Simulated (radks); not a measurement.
Results of a calculation; reference values are marked as such.
Ionisation of the aluminium ion Al3+, [Ne], to Al4+, [He] 2s2 2p5, under several functionals. Non-relativistic Kohn-Sham, spin-unpolarised, spherical densities, point nucleus; a radial shooting solver on a logarithmic mesh with Libxc functionals.

| functional | E(Al3+) (hartree) | Exc (hartree) | IE (eV) | -e(HOMO) (eV) | <r> HOMO (bohr) | IE error (eV) |
|---|---|---|---|---|---|---|
| PW91 | -240.37676 | -17.79366 | 121.34 | 104.33 | 0.5975 | +1.3 |
| SCAN | -240.42698 | -17.86479 | 122.76 | 105.81 | 0.5958 | +2.8 |
| TASK exchange with Perdew-Wang LDA correlation | -240.41368 | -17.85252 | 123.72 | 106.78 | 0.5942 | +3.7 |
| SOGGA | -239.71215 | -17.10720 | 120.79 | 103.81 | 0.5981 | +0.8 |
| Tao-Mo meta-GGA | -240.33480 | -17.75218 | 121.18 | 104.21 | 0.5983 | +1.2 |
| exchange-only LDA | -238.49467 | -15.85407 | 119.09 | 102.16 | 0.5994 | -0.9 |
| LDA (Slater exchange, Perdew-Wang correlation) | -239.34283 | -16.72054 | 121.19 | 104.22 | 0.5980 | +1.2 |
| OLYP | -240.41563 | -17.84804 | 121.59 | 104.58 | 0.5969 | +1.6 |
| HCTH/407 | -240.40879 | -17.85144 | 122.29 | 105.25 | 0.5951 | +2.3 |
| PBEsol | -239.79120 | -17.18767 | 120.95 | 103.97 | 0.5979 | +1.0 |

NIST Atomic Spectra Database: 119.99 eV (measured). Closest: SOGGA. The Delta-SCF values span 4.63 eV, the total energies 1.93 hartree. The highest occupied level is 2p. Spin polarisation and multiplet splitting are left out, so open shells lie too high by an amount that depends on their filling.

Beside tabulated values, note that spin-unpolarised runs miss the spin-polarisation part of the exchange energy of open shells.
